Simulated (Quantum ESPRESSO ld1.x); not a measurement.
Gd II, configuration [Kr] 4d10 4f7 5s2 5p5.5 5d1 6s1 6d0.5 (fractional occupations, a model configuration). Calculated with ld1.x of Quantum ESPRESSO 7.5: scalar-relativistic Kohn-Sham, RPBE, spin-unpolarised, spherical densities, point nucleus.

Normalised radial functions P(r) = r R(r), r in bohr:

| r | 5s | 6d |
|---|---|---|
| 0.002912 | 0.0980 | 0.0000 |
| 0.004782 | 0.1317 | 0.0001 |
| 0.007853 | 0.1588 | 0.0002 |
| 0.01279 | 0.1533 | 0.0008 |
| 0.02101 | 0.0735 | 0.0027 |
| 0.03422 | -0.0968 | 0.0087 |
| 0.0562 | -0.2538 | 0.0240 |
| 0.09228 | -0.1101 | 0.0502 |
| 0.1503 | 0.3099 | 0.0631 |
| 0.2469 | 0.1656 | 0.0085 |
| 0.4054 | -0.5298 | -0.0879 |
| 0.6604 | 0.0252 | -0.0532 |
| 1.085 | 1.0005 | 0.1236 |
| 1.767 | 0.6637 | 0.1969 |
| 2.901 | 0.1113 | 0.0128 |
| 4.764 | 0.0034 | -0.3048 |
| 7.761 | 0.0000 | -0.3953 |
| 12.74 | 0.0000 | -0.1532 |
| 20.76 | 0.0000 | -0.0101 |

5s: eigenvalue -60.015 eV, 4 radial nodes at r = 0.0266, 0.106, 0.276, 0.654 bohr, <r> = 1.33 bohr, 90 % of the charge inside 1.91 bohr. 6d: eigenvalue -3.111 eV, 3 radial nodes at r = 0.258, 0.780, 2.96 bohr, <r> = 7.59 bohr, 90 % of the charge inside 11.1 bohr.
